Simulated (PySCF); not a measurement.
Computed shifts of a molecule C₂H₈O₂Si₂, PBE/pcSseg-1 run with PySCF, GIAO, gas phase, equivalent atoms averaged, in ppm (number of nuclei): ¹³C: 73.0 (1), 29.9 (1). ²⁹Si: 6.8 (1), -31.2 (1). ¹H: 6.00 (1), 5.14 (1), 4.91 (1), 4.86 (1), 2.56 (1), 1.84 (3). References: ¹³C against TMS (σ = 182.0 ppm); ¹⁷O against H2O (σ = 334.3 ppm); ²⁹Si against TMS (σ = 335.4 ppm); ¹H against TMS (σ = 31.49 ppm), references at their B3LYP-D3(BJ)/def2-TZVP geometries, non-relativistic. Coordinates come from a ωB97X-D3(BJ)/def2-SVP optimisation. Other conformers were not sampled.

### Question
Identify the compound among the candidates.
A. CC(=O)[SiH2][SiH2]O
B. O[Si@H]1CCO[SiH2]1
C. [SiH3][Si@@H]1COCO1
D. C[C@H]1O[Si@H](O)[SiH2]1

### Answer
D, C[C@H]1O[Si@H](O)[SiH2]1
